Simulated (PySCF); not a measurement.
SMILES CB(N)O, PBE0/def2-SVP optimised geometry.

```
10

B     -0.14     0.08     0.00
C      1.45     0.08     0.00
H      1.89    -0.93    -0.01
H      1.84     0.60     0.89
H      1.84     0.62    -0.88
O     -0.86     1.25     0.00
H     -0.29     2.03     0.00
N     -0.88    -1.11     0.00
H     -1.89    -1.12     0.00
H     -0.46    -2.03     0.00
```

Density from PBE0/def2-TZVP run with PySCF at that geometry.

Minimum of the electron density along straight lines between bonded atoms, close to the bond critical point (lines longer than 1.1 times the sum of covalent radii, or with two minima, are not listed):

```csv
bond,length / Å,ρ at the minimum / e bohr⁻³,∇²ρ there / e bohr⁻⁵,position (fraction from the first atom)
B1–C2,1.586,___,___,0.33
C2–H3,1.100,0.267,-0.88,0.64
C2–H4,1.104,0.264,-0.85,0.64
C2–H5,1.104,0.264,-0.85,0.64
B1–O6,1.377,0.201,___,0.33
O6–H7,0.960,0.363,-2.48,0.81
B1–N8,1.406,0.210,0.55,0.33
N8–H9,1.011,0.336,-1.68,0.74
N8–H10,1.008,0.339,-1.71,0.74
```

Problem. Complete the blanks.

Solution. 
- B1–C2, ρ at the minimum / e bohr⁻³: 0.182
- B1–C2, ∇²ρ there / e bohr⁻⁵: -0.28
- B1–O6, ∇²ρ there / e bohr⁻⁵: 0.87
